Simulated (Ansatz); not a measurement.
`CS[SiH3]` and `CS[SiH2]O` differ in one atom or group.

Ansatz, PBE0-D4/def2-TZVP geometries, multiplicity 1. Each molecule was computed in one conformer, which needn't be the lowest.

```json
{"property": "HOMO–LUMO gap (PBE0/def2-TZVPP) / eV", "`CS[SiH3]`": "7.11"}
{"property": "HOMO energy (PBE0/def2-TZVPP) / eV", "`CS[SiH3]`": "-6.95"}
{"property": "HOMO–LUMO gap (ωB97M-V/def2-TZVPP) / eV", "`CS[SiH3]`": "11.01"}
{"property": "HOMO energy (PBE/def2-TZVPP) / eV", "`CS[SiH3]`": "-5.75"}
{"property": "LUMO energy (PBE0/def2-TZVPP) / eV", "`CS[SiH3]`": "0.16"}
{"property": "zero-point energy (PBE0-D4/def2-TZVP) / kJ/mol", "`CS[SiH3]`": "167.6"}
```

**Question.** Give the same properties after the change, and the shifts. (Best estimate.)

**Answer.** Computed: 
```json
{"property": "HOMO–LUMO gap (PBE0/def2-TZVPP) / eV", "`CS[SiH2]O`": "7.33", "shift": "0.22"}
{"property": "HOMO energy (PBE0/def2-TZVPP) / eV", "`CS[SiH2]O`": "-7.08", "shift": "-0.13"}
{"property": "HOMO–LUMO gap (ωB97M-V/def2-TZVPP) / eV", "`CS[SiH2]O`": "11.17", "shift": "0.16"}
{"property": "HOMO energy (PBE/def2-TZVPP) / eV", "`CS[SiH2]O`": "-5.87", "shift": "-0.12"}
{"property": "LUMO energy (PBE0/def2-TZVPP) / eV", "`CS[SiH2]O`": "0.25", "shift": "0.09"}
{"property": "zero-point energy (PBE0-D4/def2-TZVP) / kJ/mol", "`CS[SiH2]O`": "186.0", "shift": "18.4"}
```

With PBE0 the HOMO falls by 0.13 eV and the LUMO rises by 0.09 eV, so the gap widens by about 0.22 eV. PBE moves the HOMO by -0.12 eV and ωB97M-V by -0.14 eV. The zero-point energy changes by 18.4 kJ/mol with +3 modes.
